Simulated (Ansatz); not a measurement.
Start from `[OH][SnH2][SeH]` and change one atom or group to get `[SeH][SnH2][SeH]`.

Ansatz, PBE0-D4/def2-TZVP geometries, multiplicity 1. Each molecule was computed in one conformer, which needn't be the lowest.

Elements past krypton have def2 core potentials. Scalar relativity is left out up to krypton.

| property | `[OH][SnH2][SeH]` |
| --- | --- |
| HOMO–LUMO gap (B3LYP/def2-TZVPP) / eV | 5.84 |
| size of the dipole moment (B3LYP/def2-TZVPP) / D | 0.74 |
| LUMO energy (B3LYP/def2-TZVPP) / eV | -1.15 |
| HOMO energy (PBE/def2-TZVPP) / eV | -6.06 |
| LUMO energy (PBE0/def2-TZVPP) / eV | -0.84 |
| HOMO energy (B3LYP/def2-TZVPP) / eV | -6.98 |

(1) What does the change do to each property? (An estimate is asked.)

Answers

(1) Ansatz gave: 
```json
{"property": "HOMO–LUMO gap (B3LYP/def2-TZVPP) / eV", "`[SeH][SnH2][SeH]`": "5.11", "shift": "-0.73"}
{"property": "size of the dipole moment (B3LYP/def2-TZVPP) / D", "`[SeH][SnH2][SeH]`": "1.24", "shift": "0.50"}
{"property": "LUMO energy (B3LYP/def2-TZVPP) / eV", "`[SeH][SnH2][SeH]`": "-1.60", "shift": "-0.45"}
{"property": "HOMO energy (PBE/def2-TZVPP) / eV", "`[SeH][SnH2][SeH]`": "-5.83", "shift": "0.23"}
{"property": "LUMO energy (PBE0/def2-TZVPP) / eV", "`[SeH][SnH2][SeH]`": "-1.32", "shift": "-0.48"}
{"property": "HOMO energy (B3LYP/def2-TZVPP) / eV", "`[SeH][SnH2][SeH]`": "-6.71", "shift": "0.27"}
```

With PBE0 the HOMO rises by 0.27 eV and the LUMO falls by 0.48 eV, so the gap narrows by about 0.75 eV. PBE moves the HOMO by 0.23 eV and ωB97M-V by 0.33 eV. Dipoles are sizes alone; their direction can turn.

B3LYP here is the variant with VWN-RPA as its local correlation; programs differ in this.

Spin–orbit coupling is left out; it splits and shifts lone-pair levels of the heavy atoms by tenths of an eV.
